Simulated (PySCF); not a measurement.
Choosing a molecule for a target property.

All species are isolated and taken at one optimised geometry, non-relativistic unless stated. Electronic properties by PySCF.

Dipoles, sizes and rotational constants follow the conformer. The torsions of the flexible species, by atom-mapped SMILES:
- `[CH:1]#[C:2][C:3](=[O:4])[CH2:5][SiH2:6][O:7][CH:8]=[CH2:9]`: C2–C3–C5–Si6 -92°, C3–C5–Si6–O7 63°, C5–Si6–O7–C8 179°, Si6–O7–C8–C9 -2°
- `[H]/[N:6]=[CH:5]/[CH2:4][NH:3][CH2:2][CH3:1]`: C1–C2–N3–C4 -179°, C2–N3–C4–C5 73°, N3–C4–C5–N6 9°
- `[CH3:1][CH2:2][CH2:3][n:4]1[n:5][cH:6][cH:7][c:8]1[C:9]#[N:10]`: C1–C2–C3–N4 66°, C2–C3–N4–N5 -98°
- `[CH2:1]=[C:2]([C:3]#[C:4][SiH2:5][CH3:6])[C:7](=[O:8])[OH:9]`: C1–C2–C7–O8 0°, H–O9–C7–C2 180°
- `[CH3:1][c:2]1[cH:3][n:4][c:5]([CH:6]2[CH2:7][CH2:8]2)[n:9][n:10]1`: N4–C5–C6–C7 33°
- `[CH:1]#[C:2][c:3]1[n:4][n:5]([CH2:6][CH3:7])[n:8][c:9]1[CH3:10]`: N4–N5–C6–C7 -88°
- `[CH3:1][C@@H:2]([F:3])[Si@@H:4]([CH3:5])[CH2:6][CH:7]([Cl:8])[Cl:9]`: C1–C2–Si4–C5 72°, C2–Si4–C6–C7 70°, Si4–C6–C7–Cl8 -177°

**Question.** Wanted: HOMO–LUMO gap below 5.5 eV (PBE0/pcSseg-1) and smallest rotational constant below 1.3 GHz (GFN2-xTB), at GFN2-xTB geometries. Which candidate meets both?
A. `C#CC(=O)C[SiH2]OC=C`
B. `[H][H]`
C. `[H]/N=C/CNCC`
D. `CCCn1nccc1C#N`
E. `C=C(C#C[SiH2]C)C(=O)O`

**Answer.** E. Computed values:
```
              species  HOMO–LUMO gap  smallest rotational constant
C=C(C#C[SiH2]C)C(=O)O        5.39 eV                     0.496 GHz
  C#CC(=O)C[SiH2]OC=C        5.55 eV                     0.705 GHz
         [H]/N=C/CNCC        6.25 eV                     1.752 GHz
        CCCn1nccc1C#N        6.49 eV                     0.855 GHz
               [H][H]       13.65 eV                  1662.531 GHz
```

**Question.** Wanted: HOMO energy between -10 eV and -8 eV (PBE0/pcSseg-1) and dipole moment above 3 D (PBE0/pcSseg-1), at GFN2-xTB geometries. Which candidate meets both?
A. `C#CC(=O)C[SiH2]OC=C`
B. `Cc1cnc(C2CC2)nn1`
C. `[H][H]`
D. `C#Cc1nn(CC)nc1C`
E. `C(NCC)/C=N/[H]`
F. `C=C(C#C[SiH2]C)C(=O)O`
G. `C[C@@H](F)[Si@@H](C)CC(Cl)Cl`

**Answer.** G. Computed values:
| species | HOMO energy | dipole moment |
| --- | --- | --- |
| [H][H] | -11.78 eV | 0.00 D |
| C[C@@H](F)[Si@@H](C)CC(Cl)Cl | -8.18 eV | 4.21 D |
| C=C(C#C[SiH2]C)C(=O)O | -7.37 eV | 1.40 D |
| C#CC(=O)C[SiH2]OC=C | -7.26 eV | 3.19 D |
| C#Cc1nn(CC)nc1C | -6.89 eV | 0.96 D |
| Cc1cnc(C2CC2)nn1 | -6.60 eV | 2.61 D |
| C(NCC)/C=N/[H] | -6.25 eV | 2.17 D |
